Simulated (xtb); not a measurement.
xtb input file for C3H2F4, SMILES F/C=C/C(F)(F)F, GFN2-xTB. 

```
$ xtb mol.xyz --gfn 2 --sp --chrg 0 --uhf 0 --json
$ cat mol.xyz
9

F      0.15990621     2.84456200     0.00000000
C     -0.29189986     1.59973535    -0.00000000
C      0.53202818     0.56628040    -0.00000000
C      0.03554453    -0.84214462    -0.00000001
F      0.46580956    -1.52255922    -1.07383788
F      0.46580956    -1.52255923     1.07383788
F     -1.30112369    -0.92914341     0.00000000
H     -1.37259335     1.54622083    -0.00000001
H      1.60494142     0.67785120    -0.00000001
```

It prints:

```
[banner left out]
          |                Calculation Setup                |
           -------------------------------------------------



           -------------------------------------------------
          |                 G F N 2 - x T B                 |
           -------------------------------------------------

        Reference                      10.1021/acs.jctc.8b01176
      * Hamiltonian:
        H0-scaling (s, p, d)           1.850000    2.230000    2.230000
        zeta-weighting                 0.500000
      * Dispersion:
        s8                             2.700000
        a1                             0.520000
        a2                             5.000000
        s9                             5.000000
      * Repulsion:
        kExp                           1.500000    1.000000
        rExp                           1.000000
      * Coulomb:
        alpha                          2.000000
        third order                    shell-resolved
        anisotropic                    true
        a3                             3.000000
        a5                             4.000000
        cn-shift                       1.200000
        cn-exp                         4.000000
        max-rad                        5.000000


          ...................................................
          :                      SETUP                      :
          :.................................................:
          :  # basis functions                  30          :
          :  # atomic orbitals                  30          :
          :  # shells                           16          :
          :  # electrons                        42          :
          :  max. iterations                   250          :
          :  Hamiltonian                  GFN2-xTB          :
          :  restarted?                      false          :
          :  GBSA solvation                  false          :
          :  PC potential                    false          :
          :  electronic temp.          300.0000000     K    :
          :  accuracy                    1.0000000          :
          :  -> integral cutoff          0.2500000E+02      :
          :  -> integral neglect         0.1000000E-07      :
          :  -> SCF convergence          0.1000000E-05 Eh   :
          :  -> wf. convergence          0.1000000E-03 e    :
          :  Broyden damping             0.4000000          :
          :  net charge                          0          :
          :  unpaired electrons                  0          :
          ...................................................

 iter      E             dE          RMSdq      gap      omega  full diag
   1    -26.4237062 -0.264237E+02  0.570E+00    5.47       0.0  T
   2    -26.4835704 -0.598642E-01  0.334E+00    5.13       1.0  T
   3    -26.4855702 -0.199977E-02  0.203E+00    5.30       1.0  T
   4    -26.4927887 -0.721848E-02  0.750E-01    5.18       1.0  T
   5    -26.4955245 -0.273589E-02  0.800E-02    5.21       1.0  T
   6    -26.4955309 -0.636447E-05  0.399E-02    5.21       1.0  T
   7    -26.4955314 -0.506319E-06  0.107E-02    5.21       3.1  T
   8    -26.4955315 -0.104251E-06  0.200E-03    5.21      16.7  T
   9    -26.4955315 -0.571261E-08  0.683E-04    5.21      48.8  T
  10    -26.4955315 -0.132501E-08  0.113E-04    5.21     294.5  T

   *** convergence criteria satisfied after 10 iterations ***

         #    Occupation            Energy/Eh            Energy/eV
      -------------------------------------------------------------
         1        2.0000           -0.8958225             -24.3766
       ...           ...                  ...                  ...
        15        2.0000           -0.5585576             -15.1991
        16        2.0000           -0.5496898             -14.9578
        17        2.0000           -0.5483889             -14.9224
        18        2.0000           -0.5470638             -14.8864
        19        2.0000           -0.5153303             -14.0229
        20        2.0000           -0.5079572             -13.8222
        21        2.0000           -0.4785017             -13.0207 (HOMO)
        22                         -0.2870683              -7.8115 (LUMO)
        23                         -0.0068742              -0.1871
        24                          0.0243712               0.6632
        25                          0.0723190               1.9679
        26                          0.0764421               2.0801
       ...                                ...                  ...
        30                          0.5538727              15.0716
      -------------------------------------------------------------
                  HL-Gap            0.1914334 Eh            5.2092 eV
             Fermi-level           -0.3827850 Eh          -10.4161 eV

 SCC (total)                   0 d,  0 h,  0 min,  0.005 sec
 SCC setup                      ...        0 min,  0.000 sec (  1.499%)
 Dispersion                     ...        0 min,  0.000 sec (  0.724%)
 classical contributions        ...        0 min,  0.000 sec (  0.273%)
 integral evaluation            ...        0 min,  0.001 sec ( 17.506%)
 iterations                     ...        0 min,  0.002 sec ( 45.765%)
 molecular gradient             ...        0 min,  0.002 sec ( 32.117%)
 printout                       ...        0 min,  0.000 sec (  1.928%)

         :::::::::::::::::::::::::::::::::::::::::::::::::::::
         ::                     SUMMARY                     ::
         :::::::::::::::::::::::::::::::::::::::::::::::::::::
         :: total energy             -26.346545781720 Eh    ::
         :: gradient norm              0.000130726877 Eh/a0 ::
         :: HOMO-LUMO gap              5.209167633571 eV    ::
         ::.................................................::
         :: SCC energy               -26.495529806931 Eh    ::
         :: -> isotropic ES            0.051283606550 Eh    ::
         :: -> anisotropic ES          0.000312705523 Eh    ::
         :: -> anisotropic XC         -0.019911413194 Eh    ::
         :: -> dispersion             -0.004340517120 Eh    ::
         :: repulsion energy           0.148984025212 Eh    ::
         :: add. restraining           0.000000000000 Eh    ::
         :: total charge               0.000000000000 e     ::
         :::::::::::::::::::::::::::::::::::::::::::::::::::::

           -------------------------------------------------
          |                Property Printout                |
           -------------------------------------------------

    * Orbital Energies and Occupations

         #    Occupation            Energy/Eh            Energy/eV
      -------------------------------------------------------------
         1        2.0000           -0.8958225             -24.3766
       ...           ...                  ...                  ...
         9        2.0000           -0.6374726             -17.3465
        10        2.0000           -0.6221683             -16.9301
        11        2.0000           -0.5938256             -16.1588
        12        2.0000           -0.5776587             -15.7189
        13        2.0000           -0.5656440             -15.3920
        14        2.0000           -0.5624134             -15.3040
        15        2.0000           -0.5585576             -15.1991
        16        2.0000           -0.5496898             -14.9578
        17        2.0000           -0.5483889             -14.9224
        18        2.0000           -0.5470638             -14.8864
        19        2.0000           -0.5153303             -14.0229
        20        2.0000           -0.5079572             -13.8222
Note: The following floating-point exceptions are signalling: IEEE_DENORMAL
normal termination of xtb
        21        2.0000           -0.4785017             -13.0207 (HOMO)
        22                         -0.2870683              -7.8115 (LUMO)
        23                         -0.0068742              -0.1871
        24                          0.0243712               0.6632
        25                          0.0723190               1.9679
        26                          0.0764421               2.0801
        27                          0.1006790               2.7396
        28                          0.1668224               4.5395
        29                          0.3327445               9.0544
        30                          0.5538727              15.0716
      -------------------------------------------------------------
                  HL-Gap            0.1914334 Eh            5.2092 eV
             Fermi-level           -0.3827850 Eh          -10.4161 eV

     #   Z          covCN         q      C6AA      α(0)
     1   9 F        0.788    -0.167    10.905     3.901
     2   6 C        2.697     0.151    24.694     8.133
     3   6 C        2.892    -0.092    30.296     9.024
     4   6 C        3.336     0.492    17.215     6.571
     5   9 F        0.791    -0.196    11.196     3.953
     6   9 F        0.791    -0.196    11.196     3.953
     7   9 F        0.791    -0.202    11.251     3.962
     8   1 H        0.925     0.096     1.825     2.113
     9   1 H        0.926     0.114     1.660     2.015

 Mol. C6AA /au·bohr⁶  :        919.806838
 Mol. C8AA /au·bohr⁸  :      20100.131274
 Mol. α(0) /au        :         43.623973


Wiberg/Mayer (AO) data.
largest (>0.10) Wiberg bond orders for each atom

 ---------------------------------------------------------------------------
     #   Z sym  total        # sym  WBO       # sym  WBO       # sym  WBO
 ---------------------------------------------------------------------------
     1   9 F    1.168 --     2 C    1.022     3 C    0.106
     2   6 C    3.891 --     3 C    1.876     1 F    1.022     8 H    0.950
     3   6 C    3.970 --     2 C    1.876     4 C    0.970     9 H    0.951
                             1 F    0.106
     4   6 C    3.844 --     3 C    0.970     7 F    0.952     5 F    0.949
                             6 F    0.949
     5   9 F    1.081 --     4 C    0.949
     6   9 F    1.081 --     4 C    0.949
     7   9 F    1.076 --     4 C    0.952
     8   1 H    0.991 --     2 C    0.950
     9   1 H    0.987 --     3 C    0.951
 ---------------------------------------------------------------------------

Topologies differ in total number of bonds
Writing topology from bond orders to xtbtopo.mol

molecular dipole:
                 x           y           z       tot (Debye)
 q only:        0.056       0.587      -0.000
   full:        0.036       0.598      -0.000       1.523
molecular quadrupole (traceless):
                xx          xy          yy          xz          yz          zz
 q only:        3.511      -1.249      -4.429      -0.000       0.000       0.917
  q+dip:        5.336      -1.994      -5.554      -0.000       0.000       0.219
   full:        4.592      -1.684      -5.792      -0.000       0.000       1.200


           -------------------------------------------------
          | TOTAL ENERGY              -26.346545781720 Eh   |
          | GRADIENT NORM               0.000130726877 Eh/α |
          | HOMO-LUMO GAP               5.209167633571 eV   |
           -------------------------------------------------

------------------------------------------------------------------------
------------------------------------------------------------------------
 total:
 SCF:
```

The calculation finished and met its thresholds.

Cost: very roughly 0.03 core-seconds.
